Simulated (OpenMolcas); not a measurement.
W4+: ligand-field states by method

W4+ with its 6 nearest fluoride ions at 1.912 Å, on the Ge site of Cs2GeF6 (a = 9.021 Å, distance in the model lattice 1.804 Å). The rest of the host is ab initio model potentials to 7.6 Å and point charges beyond; the distance is set by hand and nothing relaxes. Ligand basis ANO-RCC-VDZP.

```yaml
Program: OpenMolcas
Basis: ANO-RCC-VTZP [8s7p5d3f2g1h]
Scalar_Hamiltonian: DKH2, point nucleus
Active_space: 2 electrons in 5 orbitals (5d)
State_averaging: 2S+1 = 3 even, 10 roots; 2S+1 = 1 even, 15 roots
Spin-orbit_coupling: state interaction with AMFI integrals over the reference wave functions
```

I. CASSCF
II. SS-CASPT2, IPEA 0.25 Eh, imaginary shift 0.1 Eh (the lowest 17 gerade and 15 ungerade orbitals frozen, chosen by energy and not by shell, so the metal 5p can be frozen and 4f correlated)

Spin-free states (labels of O, the rotations of Oh) in cm-1, each column counted from its own energy of the first state listed:

| State | Degeneracy | I | II |
| --- | --- | --- | --- |
| 3T1 | 3 | 0 | 0 |
| 1T2 | 3 | 9722 | 7470 |
| 1E | 2 | 9734 | 7500 |
| 1A1 | 1 | 22812 | 17830 |
| 3T2 | 3 | 40111 | 39880 |
| 3T1 | 3 | 48682 | 46430 |
| 1T2 | 3 | 50780 | 47670 |
| 1T1 | 3 | 53352 | 50200 |
| 3A2 | 1 | 81725 | 81160 |
| 1E | 2 | 92859 | 88360 |
| 1A1 | 1 | 104808 | 97190 |

From I to II, I's first state of the same spin (3T2) moves from 40111 to 39880 cm-1, by about -230 cm-1.

From I to II, I's first state of another spin (1T2) moves from 9722 to 7470 cm-1, by about -2300 cm-1.

χT at 300 K: I 0.16, II 0.15 cm3 K/mol.

The states above are spin-free; spin-orbit coupling is strong here and shifts and splits them by thousands of cm-1.

Roots that are degenerate in the reference are averaged as groups; the widest CASPT2 spread within a group is 25 cm-1 (the 3-fold group of multiplicity 1 near 50200 cm-1 above the lowest state of its run, II). Shifts and gaps below about the spread of the groups concerned are not significant. Over all roots computed the reference weight is 0.71 to 0.72 in II; a low but even weight reflects the number of correlated electrons. An orbital triplet at a regular site is open to Jahn-Teller coupling, which can distort the site and quench the lowest spin-orbit gaps and is left out. The least metal-like active orbital is 75 % on the metal (Löwdin) and no ligand orbital is active, so the numbers are rough. Ligand-to-metal charge-transfer states are missing. With no ligand orbital active B as a rule stays too high, so bands that hang on it stand too high and its fall with covalency is understated. Without dynamic correlation the repulsion within the d shell is too large (B by tens of per cent), so at a given field states of lower spin stand too high (holds for I). With metal d orbitals alone the field can be off either way by tens of per cent (holds for I). With one d shell and no ligand orbital active, 10Dq can be off by a tenth or more (holds for II). No measured value stands beside these numbers; the geometry was set by hand and not optimised.
